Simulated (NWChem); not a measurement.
Molecule: SiHOCl3; SMILES O[Si](Cl)(Cl)Cl

```xyz
6

O     -1.8997     0.1372     0.0000
Si    -0.2694     0.0199     0.0000
Cl     0.4030    -0.9796     1.6522
Cl     0.4517     1.9180     0.0000
Cl     0.4030    -0.9796    -1.6522
H     -2.4137    -0.6771     0.0000
```
Atoms are numbered in this order, from 1.

Computed with NWChem. Medium grid unless said otherwise, to which SCAN and Minnesota functionals are sensitive. Structure relaxed at the PBE0/def2-SVP level. Hybrids' shares of exact exchange are those that their runs print; pure functionals count as 0. The functionals differ in more than this share.

| row | share of exact exchange | orbital gap (eV) |
|---|---|---|
| PBE/def2-SVP | 0.00 | 6.87 |
| M06-L/def2-SVP | 0.00 | 7.61 |
| B3LYP/def2-SVP | 0.20 | withheld |
| M06/def2-SVP | 0.27 | 9.09 |
| BHandHLYP/def2-SVP | 0.50 | 11.79 |

Task: Fit a straight line of the last column on the one before it, predict the withheld value, and compare with the run.

Result: 
1. Means of the 4 shown rows: x = 0.193, y = 8.840. Slope Σ(x − x̄)(y − ȳ)/Σ(x − x̄)² = 1.542/0.1747 = 8.831; intercept 7.140.
2. The shown rows scatter about the line by 0.367 (root mean square); the largest residual is +0.47, at M06-L/def2-SVP.
3. At x = 0.20 (B3LYP/def2-SVP; inside the shown range) the line gives 8.91.
4. The run gives 8.79, -0.12 from the line, 0.3 times the scatter.
